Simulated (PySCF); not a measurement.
## A survey of 19F NMR shifts

One conformer, equivalent nuclei averaged, no relativistic terms, in vacuum. σ from GIAO-PBE0/pcSseg-1; GFN2-xTB structure; PySCF 2.14.

Shieldings were converted by a linear fit to measured shifts: 19F: δ = 146.13 − 0.903σ +14.6 on sp3 carbon (rms 6.0 ppm, 223 shifts, 7.0 ppm with the 5 outliers that the fit left out vs CFCl3, solution or neat liquid). Occasional misses reach two or three times the rms, and more in compound classes unlike the fitted ones.

Problem. Give the 19F shifts of `C#C[C@@H](C)[Si@@H]([SiH2]P)C(F)F`.

Solution. 
| compound | environment | δ (ppm) |
| --- | --- | --- |
| [CH:1]#[C:2][C@@H:3]([CH3:4])[Si@@H:5]([SiH2:6][PH2:7])[CH:8]([F:9])[F:10] | F9: fluorine of a CF2 group | -122.9 |
| [CH:1]#[C:2][C@@H:3]([CH3:4])[Si@@H:5]([SiH2:6][PH2:7])[CH:8]([F:9])[F:10] | F10: fluorine of a CF2 group | -128.4 |

Problem. Match the shifts -140.0, -202.2, -214.7, -262.2 ppm to `C[C@@H]1C[Si@@H](C[SiH3])[C@H]1F`, `C=C(OCOC)[C@H](F)Cl`, `CC[Si@@H]1C[Si@H](C)[C@@H]1F`, `F[C@@H]1[SiH2]CC[C@H]1C[SiH3]`.

Solution. -140.0: C=C(OCOC)[C@H](F)Cl (fluorine on an sp3 carbon); -202.2: C[C@@H]1C[Si@@H](C[SiH3])[C@H]1F (fluorine on an sp3 carbon); -214.7: F[C@@H]1[SiH2]CC[C@H]1C[SiH3] (fluorine on an sp3 carbon); -262.2: CC[Si@@H]1C[Si@H](C)[C@@H]1F (fluorine on an sp3 carbon).
